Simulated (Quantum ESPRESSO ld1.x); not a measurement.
The scandium ion Sc+, configuration [Ar] 4s2 (not the ground configuration).

Method: Dirac Kohn-Sham, PBEsol, spin-unpolarised, spherical densities, point nucleus; computed with ld1.x of Quantum ESPRESSO 7.5.

Energy parts (hartree):
part                     energy
total                  -762.843
kinetic                 769.484
electron-nucleus      -1805.270
Hartree                 310.518
exchange-correlation    -37.575

Orbitals (lengths in bohr, moments of r in powers of bohr; <r^-3> diverges for s and p1/2):
\begin{tabular}{lrrrrrrr}
orbital & occ. & eigenvalue (hartree) & <r^4> & <r^-3> & <r> & <r^2> & small-component weight \\ \hline
1s1/2 & 2 & -161.8333 & 0.0001331 & - & 0.07311 & 0.007188 & 5.64e-03 \\
2s1/2 & 2 & -17.9060 & 0.03463 & - & 0.3438 & 0.1399 & 9.63e-04 \\
2p1/2 & 2 & -14.8667 & 0.02791 & - & 0.3062 & 0.1159 & 9.42e-04 \\
2p3/2 & 4 & -14.6966 & 0.02872 & 219.5 & 0.3088 & 0.1178 & 9.33e-04 \\
3s1/2 & 2 & -2.4757 & 2.715 & - & 1.062 & 1.299 & 1.99e-04 \\
3p1/2 & 2 & -1.6946 & 4.000 & - & 1.138 & 1.521 & 1.71e-04 \\
3p3/2 & 4 & -1.6749 & 4.104 & 25.49 & 1.146 & 1.541 & 1.69e-04 \\
4s1/2 & 2 & -0.4157 & 192.6 & - & 3.154 & 11.25 & 3.02e-05 \\
\end{tabular}

The highest occupied level is 4s1/2 at -11.313 eV. The density falls to 0.001 e/bohr^3 at r = 4.55 bohr. Summed over all electrons, <r^2> = 35.30 bohr^2, which gives a Langevin (diamagnetic) susceptibility term of -28 x 10^-6 cm^3/mol.
